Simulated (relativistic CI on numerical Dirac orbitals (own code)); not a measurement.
**Ir6+ (5d3) in a crystal field**

Calculated by Dirac-Coulomb-Breit CI, separate exchange-only KLI orbitals for each configuration, model QED (radiative potential, 1s self-energy scaled to tabulated hydrogen-like ionisation energies), valence Slater integrals scaled by 0.8, one configuration in a parametric crystal field (own radial code).

Field parameters in Wybourne normalisation: Oh B⁴₀ = 21Dq, B⁴₄ = √(5/14) B⁴₀. The field is a parameter set, without covalency.

S is read from ⟨S²⟩ = S(S + 1).

Levels (cm⁻¹, degeneracy): 0 (4), 14339 (4), 16867 (4), 18185 (2), 28100 (2), 30839 (4), 42050 (2), 43168 (4), 43977 (4), 45393 (2), 50270 (2), 52804 (4).

Task: Which field gives this pattern?
A. Oh, 10Dq = 10000 cm⁻¹
B. Oh, 10Dq = 18000 cm⁻¹
C. Oh, 10Dq = 25950 cm⁻¹
D. Oh, 10Dq = 41950 cm⁻¹

Result: D. Oh, 10Dq = 41950 cm⁻¹, ground level with S = 1.44.
